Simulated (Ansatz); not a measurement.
Abridged output of a molecular run in Ansatz:

```
Functional definition: HF
1740 factors; integrals over basis functions are off by at most 1.5e-3 eV
mean field evaluation 1: about -21344.6305 eV, gradient 4.6e1 eV
mean field evaluation 2: about -21344.9336 eV, gradient 4.6e1 eV
mean field evaluation 4: about -21349.6411 eV, gradient 5.1e0 eV
mean field evaluation 8: about -21349.7349 eV, gradient 4.3e-1 eV
mean field -21349.73581408 eV, -784.5883197968 hartree, gradient 2.8e-6 eV, S^2 0.000000; 0 other end points of the search recorded, 0 dependent functions left out
14 core orbitals not correlated: weight in the atoms' cores, before any rotation towards them, 1.000 or more for the frozen orbitals, at most 0.000 for the correlated occupied ones
reference -21349.73581408 eV, -784.5883197968 hartree; 17, 17 occupied and 261, 261 virtual orbitals, 1740 factors
second order -27.36211030 eV of doubles, -0.00000000 eV of singles
cycle   1  -27.65259656 eV  change   -2.9e-1 eV  update   1.3e-1
cycle   2  -28.36649355 eV  change   -7.1e-1 eV  update   3.9e-2
cycle   3  -28.55532937 eV  change   -1.9e-1 eV  update   2.2e-2
cycle   4  -28.53314674 eV  change    2.2e-2 eV  update   6.0e-3
cycle   5  -28.53201067 eV  change    1.1e-3 eV  update   3.0e-3
cycle   6  -28.53368478 eV  change   -1.7e-3 eV  update   1.0e-3
cycle   7  -28.53335462 eV  change    3.3e-4 eV  update   4.7e-4
cycle   8  -28.53319583 eV  change    1.6e-4 eV  update   1.8e-4
cycle   9  -28.53329609 eV  change   -1.0e-4 eV  update   8.9e-5
cycle  10  -28.53330169 eV  change   -5.6e-6 eV  update   4.2e-5
perturbative correction -1.09318986 eV, -0.0401739862 hartree
Total energy: -21379.36230563 eV, -785.6770732796 hartree
```

Its atoms:

```xyz
12

O    -1.081    0.703   -1.175
C     0.110    0.959   -1.348
Si    1.333    0.311    0.005
F     2.642   -0.148   -0.795
C     0.310   -0.926    0.832
Al   -1.593   -0.358    0.431
H     0.351    1.556   -2.245
H     1.689    1.509    0.806
H     0.514   -0.985    1.903
H     0.440   -1.919    0.391
H    -2.182    0.784    1.373
H    -2.533   -1.486   -0.179
```

Question: Which basis set was used?
A. def2-QZVPP
B. cc-pV(D+d)Z
C. def2-SVPD
D. def2-TZVPP

Answer: D. It gives 292 functions.

Question: Write the keys of the input that set method, charge and spin (a neutral closed shell needs none for the last two).

Answer: 
```yaml
correlation: {method: ccsd_t}
```
